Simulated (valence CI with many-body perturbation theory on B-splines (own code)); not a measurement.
Gd56+: electric-dipole lines

Computed by relativistic CI+MBPT: six valence electrons over a frozen Dirac-Fock core [He], a basis of 9 s, 9 p, 8 d, 6 f, 3 g, 1 h functions for each j, with the one-electron correlation potential Σ1 (screened to all orders), the two-electron term Σ2, the three-electron term Σ3, Breit, model QED; selected single and double excitations, second order for the rest, scaled by the run's own slope (own B-spline code, finite nucleus).

The last digits are not significant, and no measured levels were compared; by estimate large intervals hold to a few tenths of a per cent, small ones and those within an open d or f shell to about a per cent. Among the levels kept, up to 2100 cm⁻¹ of a level comes from second order outside the variational space, and about a tenth of that is noise between levels of different J, which matters for small intervals.

Lines 101 to 150 of 206 in falling wavelength, among levels below 60837 × 10³ cm⁻¹, chosen from the strongest by gf and those to the six lowest levels. Wavelengths and rates use the calculated energies. Electric multipoles are in the length gauge with retardation, E1 and E2 with the static RPA response of the core. Weak lines are less certain than strong ones. Lines between different terms over intervals too small for the method are left out, as are lines whose strength nearly cancels.

Levels are named by their leading jj configuration (3d3/2^4 stands for four electrons in 3d with j = 3/2), which in mixed levels can hold well under half, so a name can repeat and another be missing. Letters in brackets count levels of one name in rising energy.

```
λ vac (nm)                               Upper                       Lower   A (s⁻¹)  log gf  Branch %
     1.110            (2s 2p1/2^2 2p3/2^3) J=1  (2s^2 2p1/2^2 2p3/2^2) J=2  5.25e+12   -0.54      74.2
    0.7030              (2s 2p1/2 2p3/2^4) J=1  (2s^2 2p1/2^2 2p3/2^2) J=0  9.47e+08   -4.68       0.0
    0.6840              (2s 2p1/2 2p3/2^4) J=1  (2s^2 2p1/2^2 2p3/2^2) J=2  5.57e+10   -2.93       0.9
    0.2305      (2s^2 2p1/2^2 2p3/2 3p1/2) J=1    (2s 2p1/2^2 2p3/2^3) J=1  3.87e+09   -5.03       0.6
    0.2304      (2s^2 2p1/2^2 2p3/2 3p1/2) J=2    (2s 2p1/2^2 2p3/2^3) J=1  4.45e+10   -3.75       4.5
    0.2276      (2s^2 2p1/2^2 2p3/2 3p1/2) J=1    (2s 2p1/2^2 2p3/2^3) J=2  6.91e+10   -3.79      10.9
    0.2275      (2s^2 2p1/2^2 2p3/2 3p1/2) J=2    (2s 2p1/2^2 2p3/2^3) J=2  8.22e+09   -4.50       0.8
    0.2220      (2s^2 2p1/2^2 2p3/2 3p3/2) J=1    (2s 2p1/2^2 2p3/2^3) J=1  1.84e+10   -4.39       2.0
    0.2210      (2s^2 2p1/2^2 2p3/2 3p3/2) J=2    (2s 2p1/2^2 2p3/2^3) J=1  5.05e+09   -4.73       0.6
    0.2202      (2s^2 2p1/2^2 2p3/2 3p3/2) J=0    (2s 2p1/2^2 2p3/2^3) J=1  4.86e+11   -3.45      22.2
    0.2193      (2s^2 2p1/2^2 2p3/2 3p3/2) J=3    (2s 2p1/2^2 2p3/2^3) J=2  5.48e+10   -3.56       6.3
    0.2193      (2s^2 2p1/2^2 2p3/2 3p3/2) J=1    (2s 2p1/2^2 2p3/2^3) J=2  1.01e+11   -3.66      11.1
    0.2190         (2s^2 2p1/2^2 2p3/2 3s) J=2    (2s^2 2p1/2 2p3/2^3) J=2  1.20e+10   -4.37       0.0
    0.2187         (2s^2 2p1/2^2 2p3/2 3s) J=1    (2s^2 2p1/2 2p3/2^3) J=2  6.62e+09   -4.85       0.0
    0.2184      (2s^2 2p1/2^2 2p3/2 3p3/2) J=2    (2s 2p1/2^2 2p3/2^3) J=2  7.33e+10   -3.58       9.1
    0.2183         (2s^2 2p1/2^2 2p3/2 3s) J=2    (2s^2 2p1/2 2p3/2^3) J=1  2.31e+09   -5.08       0.0
    0.2180         (2s^2 2p1/2^2 2p3/2 3s) J=1    (2s^2 2p1/2 2p3/2^3) J=1  2.29e+10   -4.31       0.0
    0.2044      (2s^2 2p1/2^2 2p3/2 3d3/2) J=2    (2s^2 2p1/2 2p3/2^3) J=2  4.87e+10   -3.82       0.1
    0.2042      (2s^2 2p1/2^2 2p3/2 3d3/2) J=3    (2s^2 2p1/2 2p3/2^3) J=2  1.21e+10   -4.27       0.2
    0.2041      (2s^2 2p1/2^2 2p3/2 3d3/2) J=1    (2s^2 2p1/2 2p3/2^3) J=2  1.05e+11   -3.71       0.0
    0.2039  (2s^2 2p1/2 2p3/2^2 3p1/2) J=1 [a]    (2s 2p1/2^2 2p3/2^3) J=1  6.11e+10   -3.94      18.4
    0.2038      (2s^2 2p1/2^2 2p3/2 3d3/2) J=2    (2s^2 2p1/2 2p3/2^3) J=1  1.75e+11   -3.26       0.3
    0.2036  (2s^2 2p1/2 2p3/2^2 3p1/2) J=2 [a]    (2s 2p1/2^2 2p3/2^3) J=1  1.72e+09   -5.27       0.3
    0.2035      (2s^2 2p1/2^2 2p3/2 3d3/2) J=1    (2s^2 2p1/2 2p3/2^3) J=1  3.87e+09   -5.14       0.0
    0.2034      (2s^2 2p1/2^2 2p3/2 3d3/2) J=0    (2s^2 2p1/2 2p3/2^3) J=1  8.73e+10   -4.27      20.8
    0.2023      (2s^2 2p1/2^2 2p3/2 3d5/2) J=2    (2s^2 2p1/2 2p3/2^3) J=2  2.49e+09   -5.12       0.0
    0.2021  (2s^2 2p1/2 2p3/2^2 3p1/2) J=2 [b]    (2s 2p1/2^2 2p3/2^3) J=1  3.91e+11   -2.92      25.6
    0.2018      (2s^2 2p1/2^2 2p3/2 3d5/2) J=3    (2s^2 2p1/2 2p3/2^3) J=2  5.69e+09   -4.61       0.0
    0.2017  (2s^2 2p1/2 2p3/2^2 3p1/2) J=1 [b]    (2s 2p1/2^2 2p3/2^3) J=1  4.45e+10   -4.09       5.9
    0.2017      (2s^2 2p1/2^2 2p3/2 3d5/2) J=2    (2s^2 2p1/2 2p3/2^3) J=1  5.66e+09   -4.76       0.0
    0.2016  (2s^2 2p1/2 2p3/2^2 3p1/2) J=1 [a]    (2s 2p1/2^2 2p3/2^3) J=2  1.33e+10   -4.61       4.0
    0.2015      (2s^2 2p1/2^2 2p3/2 3d5/2) J=1    (2s^2 2p1/2 2p3/2^3) J=2  1.10e+10   -4.70       0.0
    0.2014  (2s^2 2p1/2 2p3/2^2 3p1/2) J=2 [a]    (2s 2p1/2^2 2p3/2^3) J=2  1.65e+10   -4.30       2.9
    0.2009      (2s^2 2p1/2^2 2p3/2 3d5/2) J=1    (2s^2 2p1/2 2p3/2^3) J=1  3.69e+10   -4.17       0.0
    0.2008      (2s^2 2p1/2 2p3/2^2 3p1/2) J=3    (2s 2p1/2^2 2p3/2^3) J=2  5.55e+10   -3.63       7.0
    0.2005      (2s^2 2p1/2 2p3/2^2 3p1/2) J=0    (2s 2p1/2^2 2p3/2^3) J=1  6.90e+11   -3.38      47.9
    0.1998  (2s^2 2p1/2 2p3/2^2 3p1/2) J=2 [b]    (2s 2p1/2^2 2p3/2^3) J=2  6.51e+11   -2.71      42.6
    0.1995  (2s^2 2p1/2 2p3/2^2 3p1/2) J=1 [b]    (2s 2p1/2^2 2p3/2^3) J=2  2.17e+10   -4.41       2.9
    0.1974  (2s^2 2p1/2 2p3/2^2 3p3/2) J=2 [a]    (2s 2p1/2^2 2p3/2^3) J=1  4.08e+12   -1.92       7.4
    0.1971      (2s^2 2p1/2 2p3/2^2 3p3/2) J=0    (2s 2p1/2^2 2p3/2^3) J=1  2.05e+09   -5.92       0.2
    0.1968  (2s^2 2p1/2 2p3/2^2 3p3/2) J=2 [b]    (2s 2p1/2^2 2p3/2^3) J=1  6.10e+12   -1.75      10.6
    0.1967  (2s^2 2p1/2 2p3/2^2 3p3/2) J=1 [a]    (2s 2p1/2^2 2p3/2^3) J=1  1.41e+12   -2.61      51.7
    0.1960         (2s 2p1/2^2 2p3/2^2 3s) J=3    (2s 2p1/2^2 2p3/2^3) J=2  1.43e+13   -1.24      95.3
    0.1959  (2s^2 2p1/2 2p3/2^2 3p3/2) J=1 [b]    (2s 2p1/2^2 2p3/2^3) J=1  1.92e+13   -1.48      86.1
    0.1955     (2s 2p1/2^2 2p3/2^2 3s) J=1 [a]    (2s 2p1/2^2 2p3/2^3) J=1  1.14e+10   -4.71       0.0
    0.1953  (2s^2 2p1/2 2p3/2^2 3p3/2) J=2 [c]    (2s 2p1/2^2 2p3/2^3) J=1  3.73e+12   -1.97      63.8
    0.1953  (2s^2 2p1/2 2p3/2^2 3p3/2) J=2 [a]    (2s 2p1/2^2 2p3/2^3) J=2  5.00e+13   -0.84      91.0
    0.1950         (2s^2 2p1/2^2 2p3/2 3s) J=1  (2s^2 2p1/2^2 2p3/2^2) J=0  3.81e+13   -1.19      29.1
    0.1949  (2s^2 2p1/2 2p3/2^2 3p3/2) J=3 [a]    (2s 2p1/2^2 2p3/2^3) J=2  2.37e+12   -2.03      69.8
    0.1948  (2s^2 2p1/2 2p3/2^2 3p3/2) J=2 [d]    (2s 2p1/2^2 2p3/2^3) J=1  4.61e+12   -1.88      65.8
```

(1) How does gf follow from A for the line at 0.2008 nm?

Results:

(1) gf = 1.4992 × (2J+1)_upper × A / σ², with σ = 49796063 cm⁻¹ and 2J+1 = 7: gf = 0.000235.
